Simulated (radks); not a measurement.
Spin polarisation of the 4s1 shell in Zn+. Start: [Ar] 3d10 4s(up 0.5, down 0.5); electrons of 4s are moved from spin down to spin up, other shells keep equal spins. Calculated with a radial shooting solver on a logarithmic mesh with Libxc functionals: scalar-relativistic Kohn-Sham, LDA (Slater exchange, Perdew-Wang correlation), spin-polarised, spherical densities, point nucleus.

| moment (Bohr magnetons) | E - E(0) (eV) | e(4s up) (eV) | e(4s down) (eV) | 3d down minus up (eV) | 3p down minus up (eV) |
|---|---|---|---|---|---|
| 0 | 0.000 | -14.342 | -14.342 | 0.000 | 0.000 |
| 0.25 | -0.016 | -14.466 | -14.205 | 0.050 | 0.012 |
| 0.5 | -0.066 | -14.582 | -14.054 | 0.100 | 0.024 |
| 0.75 | -0.148 | -14.687 | -13.887 | 0.150 | 0.036 |
| 1 | -0.266 | -14.783 | -13.702 | 0.201 | 0.048 |

At moment 1 the spin-polarisation energy is -0.266 eV and the 4s exchange splitting 1.082 eV, that is 1.082 eV per Bohr magneton; E = -I m^2/4 would give I = 1.064 eV.
